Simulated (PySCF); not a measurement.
Compound: CF3CH2OPh, C₈H₇F₃O.
Bonds: F1–C2, C2–F3, C2–F4, C2–C5, C5–O6, O6–C7, C7–C8 (aromatic), C8–C9 (aromatic), C9–C10 (aromatic), C10–C11 (aromatic), C11–C12 (aromatic), C7–C12 (aromatic). Hydrogens: H13, H14 on C5; H15 on C8; H16 on C9; H17 on C10; H18 on C11; H19 on C12.

The same species was optimised twice, with GFN2-xTB and with PBE0-D3(BJ)/def2-SVP (PySCF), and the same property calculations (PySCF, gas phase) were run on both structures.

```csv
coordinate,GFN2-xTB,PBE0-D3(BJ)/def2-SVP,change
O6–C7 (Å),1.381,1.362,-0.019
C2–C5 (Å),1.536,1.518,-0.018
C9–C10 (Å),1.386,1.396,+0.010
C7–C12 (Å),1.386,1.396,+0.010
C10–C11 (Å),1.382,1.391,+0.009
C8–C9 (Å),1.380,1.389,+0.009
C11–C12 (Å),1.387,1.396,+0.009
C2–F3 (Å),1.345,1.337,-0.008
C7–C8 (Å),1.393,1.399,+0.006
F1–C2 (Å),1.334,1.329,-0.005
C2–F4 (Å),1.338,1.335,-0.003
C5–O6 (Å),1.392,1.390,-0.002
F3–C2–F4 (°),106.4,107.8,+1.4
F4–C2–C5 (°),113.7,112.4,-1.3
F1–C2–F3 (°),107.1,108.2,+1.1
O6–C7–C12 (°),125.8,124.7,-1.1
F3–C2–C5 (°),110.1,109.2,-0.9
O6–C7–C8 (°),114.4,115.3,+0.9
F1–C2–C5 (°),112.2,111.4,-0.8
F1–C2–F4 (°),107.0,107.7,+0.7
F1–C2–C5–O6 (°),51,55,+4
C2–C5–O6–C7 (°),82,96,+14
C5–O6–C7–C8 (°),-174,166,-20
```

Rotational constants: A = 2260, B = 521.9, C = 481.2 MHz (GFN2-xTB) against A = 2404, B = 496.5, C = 453.0 MHz (PBE0-D3(BJ)/def2-SVP). Point groups within 0.08 Å: C1 and C1.

On the GFN2-xTB structure: HOMO (eV) -6.84 [PBE0/pcSseg-1]; LUMO (eV) -0.38 [PBE0/pcSseg-1]; dipole (D) 1.84 [PBE0/pcSseg-1]; GIAO shielding of F1/F3/F4 (mean) (ppm) 257.2 [PBE0/pcSseg-1]; GIAO shielding of C2 (ppm) 53.3 [PBE0/pcSseg-1]; GIAO shielding of C5 (ppm) 120.0 [PBE0/pcSseg-1]; GIAO shielding of O6 (ppm) 232.1 [PBE0/pcSseg-1]; GIAO shielding of C7 (ppm) 22.9 [PBE0/pcSseg-1]; GIAO shielding of C8/C12 (mean) (ppm) 67.5 [PBE0/pcSseg-1]; GIAO shielding of C9/C11 (mean) (ppm) 51.9 [PBE0/pcSseg-1]; GIAO shielding of C10 (ppm) 59.8 [PBE0/pcSseg-1].

Question: What do these properties become on the PBE0-D3(BJ)/def2-SVP structure?

Answer: 
| property | level | on GFN2-xTB | on PBE0-D3(BJ)/def2-SVP | change |
| --- | --- | --- | --- | --- |
| HOMO (eV) | PBE0/pcSseg-1 | -6.84 | -6.80 | +0.04 |
| LUMO (eV) | PBE0/pcSseg-1 | -0.38 | -0.43 | -0.05 |
| dipole (D) | PBE0/pcSseg-1 | 1.84 | 1.89 | +0.05 |
| energy, GFN2-xTB geometry as zero (kcal/mol) | PBE0/pcSseg-1 | 0.0 | -0.9 | -0.9 |
| GIAO shielding of F1/F3/F4 (mean) (ppm) | PBE0/pcSseg-1 | 257.2 | 263.8 | +6.6 |
| GIAO shielding of C2 (ppm) | PBE0/pcSseg-1 | 53.3 | 55.3 | +2.0 |
| GIAO shielding of C5 (ppm) | PBE0/pcSseg-1 | 120.0 | 117.9 | -2.1 |
| GIAO shielding of O6 (ppm) | PBE0/pcSseg-1 | 232.1 | 232.5 | +0.4 |
| GIAO shielding of C7 (ppm) | PBE0/pcSseg-1 | 22.9 | 21.1 | -1.8 |
| GIAO shielding of C8/C12 (mean) (ppm) | PBE0/pcSseg-1 | 67.5 | 65.7 | -1.8 |
| GIAO shielding of C9/C11 (mean) (ppm) | PBE0/pcSseg-1 | 51.9 | 49.2 | -2.7 |
| GIAO shielding of C10 (ppm) | PBE0/pcSseg-1 | 59.8 | 57.7 | -2.1 |

The heavy atoms differ by 0.194 Å rms after alignment. Among bonds between heavy atoms C2–C5 and O6–C7 change most and about equally (-0.019 to -0.018 Å). Changes are differences of the printed values. Neither structure is proved a minimum here.

The values belong to the conformer `[F:1][C:2]([F:3])([F:4])[CH2:5][O:6][c:7]1[cH:8][cH:9][cH:10][cH:11][cH:12]1`: F1–C2–C5–O6 55°, C2–C5–O6–C7 96°, C5–O6–C7–C8 166°.
